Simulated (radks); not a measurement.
Task: The aluminium ion Al3+, 10 electrons, occupied as [He] 2s2 2p4 3p2 (not the ground configuration). All-electron calculation, Dirac Kohn-Sham, LDA (Slater exchange, Perdew-Wang correlation), spin-unpolarised, spherical densities, point nucleus; open shells fill j = l - 1/2 first. Program: a radial shooting solver on a logarithmic mesh with Libxc functionals. Some entries of the table are withheld. Estimate them.

orbital  occ.  eigenvalue (hartree)  <r^2> (bohr^2)
1s1/2       2             -58.68363         0.01954
2s1/2       2              -6.58816             (1)
2p1/2       2                   (2)          0.3689
2p3/2       2                   (3)          0.3711
3s1/2       0                   (4)           3.670
3p1/2       2                   (5)           4.246
3p3/2       0                   (6)           4.261
3d3/2       0              -0.87284             (7)
3d5/2       0              -0.87265             (8)

Result: 
(1) 2s1/2 <r^2> (bohr^2): 0.4157
(2) 2p1/2 eigenvalue (hartree): -5.28696
(3) 2p3/2 eigenvalue (hartree): -5.26750
(4) 3s1/2 eigenvalue (hartree): -1.58292
(5) 3p1/2 eigenvalue (hartree): -1.28250
(6) 3p3/2 eigenvalue (hartree): -1.28004
(7) 3d3/2 <r^2> (bohr^2): 5.228
(8) 3d5/2 <r^2> (bohr^2): 5.231
